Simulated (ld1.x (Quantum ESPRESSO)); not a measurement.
# Transferability test, RRKJ potential for Cd (Z = 48)

```json
{"Element": "cadmium (Cd)", "Generator": "ld1.x (Quantum ESPRESSO) 7.5", "Type": "norm-conserving RRKJ (Kleinman–Bylander form)", "Functional": "LDA (PZ)", "Relativity": "scalar-relativistic", "Frozen core": "[Ar] 3d10 4s2", "Valence charge": "18", "Reference configuration": "4p6 4d10 5s1.5 5p0 (charge +0.5)", "Partial waves": "5s (bound): rc 2.30 bohr; 4p (bound): rc 1.25 bohr; 4d (bound): rc 1.20 bohr", "Local potential": "the d channel", "Core correction": "a·sin(br)/r model core, default radius (core density twice the valence density)", "rho0": "0.01"}
```

Energies are relative to the spin-unpolarised reference configuration 4p6 4d10 5s1.5 5p0; without spin polarisation the order of configurations can differ from experiment. Spin-polarised rows fill each open shell by Hund’s rule, majority spin first. The frozen-core shift is the all-electron ΔE with the core orbitals held at their reference shape minus the fully relaxed ΔE.

Question: Give the all-electron excitation energy and the error of the potential for: 4p6 4d10 5s2 5p0; 4p6 4d10 5s1 5p0; 4p6 4d10 5s0 5p0; 4p6 4d10 5s0 5p1; 4p6 4d9 5s2 5p0; 4p6 4d9 5s2 5p1; 4p6 4d10 5s0 5p2; 4p6 4d10 5s1.5 5p0 (spin-polarised); 4p6 4d10 5s1 5p0 (spin-polarised).

Answer:

| valence configuration | charge | ΔE all-electron (eV) | error AE − PS (meV) | frozen-core shift (meV) |
| --- | --- | --- | --- | --- |
| 4p6 4d10 5s2 5p0 | 0 | -3.876 | +0.4 | -0.8 |
| 4p6 4d10 5s1 5p0 | +1 | 5.752 | -1.9 | +1.0 |
| 4p6 4d10 5s0 5p0 | +2 | 23.272 | -20 | +4.1 |
| 4p6 4d10 5s0 5p1 | +1 | 11.660 | +12 | +1.7 |
| 4p6 4d9 5s2 5p0 | +1 | 14.270 | -31 | +4.3 |
| 4p6 4d9 5s2 5p1 | 0 | 8.718 | -4.3 | +3.4 |
| 4p6 4d10 5s0 5p2 | 0 | 6.038 | +25 | +0.6 |
| 4p6 4d10 5s1.5 5p0 (spin-polarised) | +0.5 | -0.040 | +0.3 | 0.0 |
| 4p6 4d10 5s1 5p0 (spin-polarised) | +1 | 5.563 | -0.6 | +1.0 |

Levels in the configuration 4p6 4d10 5s2 5p0:

```
level  all-electron (eV)  pseudo (eV)
   4p            -66.986      -67.014
   4d            -11.896      -11.911
   5s             -5.961       -5.960
```

A variational frozen-core shift is positive and of second order in the change. This column holds negative values, so the frozen-core run of ld1.x carries numerical noise or an error of first order here, and the column gives no more than the rough size of the effect.

Note: ghost state, extra bound levels that the all-electron valence spectrum of the same l lacks: s at -148.0 eV. A true bound ghost makes a file unfit for plane-wave use.
